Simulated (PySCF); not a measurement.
# One molecule, several mistakes: GeH4OSi2

Calculated results; nothing here was measured. They come from PySCF 2.14.0, an open-source quantum chemistry program, on an isolated molecule that a program drew, which may never have been made. The molecule is GeH4OSi2 (charge 0, singlet), drawn as the SMILES string `O=[Si]([SiH3])[GeH]`.

Each row is a Hartree-Fock (HF) and frozen-core CCSD(T) single point in the cc-pV(D+d)Z basis, meant for a local HF minimum. Run 1 is clean. Each other run has one planted mistake out of seven kinds, and not every kind appears here: one electron removed, one electron added, multiplicity raised by two, geometry at a saddle point, minimal basis STO-3G, one bond length entered in bohr, all coordinates scaled. The reference is restricted for singlets and unrestricted otherwise, and also for a bond in bohr. Adding or removing an electron swaps singlet and doublet. Electrons count all cores. HOMO and LUMO are orbital energies over both spins, the gradient is its largest component, and the lowest frequency (negative if imaginary) is given only where the gradient is small. Bond lengths are over the 7 bonds as drawn. T1 is the CCSD diagnostic: over 0.02 (restricted) or 0.045 (unrestricted) a single reference is doubtful. Germanium has the cc-pVDZ-PP basis, with a core potential (ECP10MDF) in place of its 10 inner electrons, and its 3s, 3p and 3d shells are frozen in CCSD(T).

Geometry of the clean run:
```xyz
8
GeH4OSi2, angstrom
O    -0.2868    3.3052   -1.7729
Si   -0.0961    1.8689   -1.3494
Si    1.7698    1.2514    0.0108
Ge   -1.7363    0.1792   -2.1220
H     1.6651    1.9318    1.3212
H     1.7575   -0.2181    0.2223
H     3.0283    1.6369   -0.6660
H    -2.4889    0.3107   -0.7336
```

| run | electrons | basis functions | <S^2> | HOMO (eV) | LUMO (eV) | gradient (hartree/bohr) | lowest frequency (cm^-1) | mean bond (Å) | longest bond (Å) | T1 | HF (hartree) | CCSD(T) (hartree) | mistake |
|---|---|---|---|---|---|---|---|---|---|---|---|---|---|
| 1 | 72 | 103 | 0.000 | -8.65 | -0.53 | 5.8e-06 | 34 | 1.7725 | 2.478 | 0.0234 | -948.39853 | -948.91969 | no fault |
| 2 | 72 | 103 | 0.000 | -8.62 | -0.67 | 8.4e-02 | - | 1.8806 | 2.630 | 0.0265 | -948.37374 | -948.90754 | all coordinates scaled |
| 3 | 72 | 103 | 2.042 | -8.20 | -1.06 | 2.0e-02 | - | 1.7725 | 2.478 | 0.0318 | -948.37484 | -948.88618 | multiplicity raised by two |
| 4 | 71 | 103 | 0.969 | -14.61 | -5.53 | 7.0e-02 | - | 1.7725 | 2.478 | 0.0744 | -948.12665 | -948.62229 | ? |
| 5 | 73 | 103 | 0.763 | -2.21 | 5.74 | 2.7e-02 | - | 1.7725 | 2.478 | 0.0227 | -948.44765 | -948.97787 | ? |

**Which mistake was planted in run 4, and what did it cost?**

It counts 71 electrons, one fewer than the clean run, at the same geometry and basis. So the mistake is: one electron removed. Subtracting run 1 and multiplying by 627.51 kcal/mol a hartree, the energy moved by 170.6 kcal/mol in HF and 186.6 kcal/mol in CCSD(T).

**Which mistake was planted in run 5, and what did it cost?**

It counts 73 electrons, one more than the clean run, at the same geometry and basis. So the mistake is: one electron added. Subtracting run 1 and multiplying by 627.51 kcal/mol a hartree, the energy moved by -30.8 kcal/mol in HF and -36.5 kcal/mol in CCSD(T).

Cautions from the logs. Run 1: T1 is over the limit, so its CCSD(T) energy is less reliable; run 2: T1 is over the limit, so its CCSD(T) energy is less reliable; run 4: T1 is over the limit, so its CCSD(T) energy is less reliable.
